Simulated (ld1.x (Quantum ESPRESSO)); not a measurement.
**Varying the TM potential for Sb**

Base potential:

antimony (Sb), norm-conserving Troullier–Martins (Kleinman–Bylander form), made with ld1.x (Quantum ESPRESSO) 7.5 (PBE, fully relativistic). Core [Kr] 4d10, reference 5s2 5p3. Waves: 5p (bound): rc 2.25 bohr; 5d channel at 0.05 Ry: rc 1.70 bohr; 5s (bound): rc 1.75 bohr. Local part: the s channel. Core correction: Bessel-smoothed model core inside 1.55 bohr.

Open shells are filled in proportion to 2j + 1 (rel_dist='average').

All-electron outer shells of the reference configuration (PBE, scalar-relativistic, ld1.x):

```json
{"shell": "4p", "level (eV)": "-101.79", "outermost node (bohr)": "0.39", "outermost maximum (bohr)": "0.76"}
{"shell": "4d", "level (eV)": "-33.51", "outermost node (bohr)": "0.38", "outermost maximum (bohr)": "0.84"}
{"shell": "5s", "level (eV)": "-12.83", "outermost node (bohr)": "0.95", "outermost maximum (bohr)": "1.90"}
{"shell": "5p", "level (eV)": "-4.83", "outermost node (bohr)": "1.04", "outermost maximum (bohr)": "2.35"}
```

Cutoffs, loose and tight: the cutoffs (Ry, on a coarse ladder) from which the occupation-weighted sum of valence levels, in a spherical-Bessel basis at the reference potential, stays within 10 and 1 mRy of its value at 400 Ry. They do not see the model core or the augmentation charge, which bear on the density cutoff. Test errors are all-electron minus pseudo excitation energies from the reference, over the configurations 5s2 5p2; 5s2 5p1; 5s2 5p0; 5s0 5p5; 5s1 5p3; 5s2 5p2.5; 5s1 5p4. A dash means not determined; rows that change the core or the reference have their own tests.

A true bound ghost makes a file unfit for plane-wave use even where its test errors are small: the radial tests pick states by their node count and pass the ghost by.

```csv
change,outcome,"cutoff, loose","cutoff, tight",bound ghosts,largest test error (meV)
base,generated,25 Ry,45 Ry,"d3/2, d5/2",-126
wave 5d channel at 0.05 Ry: rc 1.70 bohr becomes 5d channel at 0.05 Ry: rc 1.30 bohr,generated,25 Ry,50 Ry,none,-126
core correction Bessel-smoothed model core inside 1.62 bohr,generated,25 Ry,45 Ry,"d3/2, d5/2",-126
wave 5s (bound): rc 1.75 bohr becomes 5s (bound): rc 1.22 bohr,generated,160 Ry,over 300 Ry,"p3/2, p1/2, d3/2, d5/2, s (extra level of the local part)",-279
"all radii but the core radius scaled by about 1.32 (s 2.30, p 2.96, d 2.24 bohr)",generated,18 Ry,30 Ry,"d3/2, d5/2",-170
local potential the p channel,"generated, misses its reference levels by 0.42 eV",25 Ry,45 Ry,"d3/2, d5/2",-76
scalar-relativistic,generated,25 Ry,45 Ry,d,-138
```

(1) What comes out with this change to the base: functional PW91?

Results:

(1) outcome: generated; cutoff, loose: 25 Ry; cutoff, tight: 50 Ry; bound ghosts: d3/2, d5/2; largest test error (meV): -126.
